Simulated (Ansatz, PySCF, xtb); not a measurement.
Protons, H atoms and electrons added to or taken from [SeH2]. All species are isolated molecules in the gas phase. Strings in code marks are SMILES.

Quantity: gas-phase deprotonation enthalpy at 298 K, in kJ/mol. Enthalpy corrections at 298 K come from GFN2-xTB frequencies (xtb). Levels without diffuse functions put anions too high.

Level 1: B3LYP/3-21G // B3LYP-D3(BJ)/def2-TZVPD (PySCF)
Level 2: B3LYP/LANL2DZ // B3LYP-D3(BJ)/def2-TZVPD (PySCF)
Level 3: HF/STO-3G // B3LYP-D3(BJ)/def2-TZVPD (PySCF)
Level 4: HF/aug-cc-pVTZ // B3LYP-D3(BJ)/def2-TZVPD (Ansatz, a program for electronic structure)

```csv
species,level 1,level 2,level 3,level 4
proton removed from Se1: `[SeH-]`,1489.7,1454.6,1882.2,1432.2
```
